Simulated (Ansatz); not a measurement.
Reaction (ligand exchange at the Sn–O bond): `C[O][SnH3]` + HI → `[SnH3][I]` + CH₃OH

Isolated molecules relaxed with PBE0-D4/def2-TZVP in Ansatz; ΔE leaves out vibrations. CBS: MP2 limit from def2 TZ/QZ plus the TZ coupled-cluster correction, frozen cores. This one scheme is used for every species. Functionals use def2-TZVPP. HSE06 is defined as in plane-wave codes. Elements past krypton have def2 core potentials. For I, Sn outer-core shells are correlated without core-valence functions, which leaves a few kJ/mol of doubt a bond.

(1) Is it downhill or uphill in electronic energy at CCSD(T)/CBS, and by how much? (Best estimate.)

(2) What do these levels give: BLYP-D4, r2SCAN0-D4, BHLYP-D4, ωB97M-V, revPBE, HSE06, HF/def2-SVP, MP2/def2-SVP, CCSD(T)/def2-TZVPP, MP2/def2-QZVPP, HF/CBS(def2), MP2/CBS(def2)? (Best estimate.)

Largest T1 diagnostic among the species: 0.013.

## Answers

(1) Computed: Downhill: ΔE = -101.5 kJ/mol.

(2) The calculation gave: BLYP-D4 -88.1, r2SCAN0-D4 -107.1, BHLYP-D4 -106.3, ωB97M-V -99.3, revPBE -100.5, HSE06 -108.6, HF/def2-SVP -117.9, MP2/def2-SVP -99.1, CCSD(T)/def2-TZVPP -91.5, MP2/def2-QZVPP -104.2, HF/CBS(def2) -111.0, MP2/CBS(def2) -108.6 kJ/mol.

At CCSD(T), def2-SVP lies +5.7 kJ/mol from the extrapolated value and def2-TZVPP +10.0 kJ/mol. From BLYP to BHLYP (50 % exact exchange), in def2-TZVPP and without D4, ΔE moves by −13.3 kJ/mol.
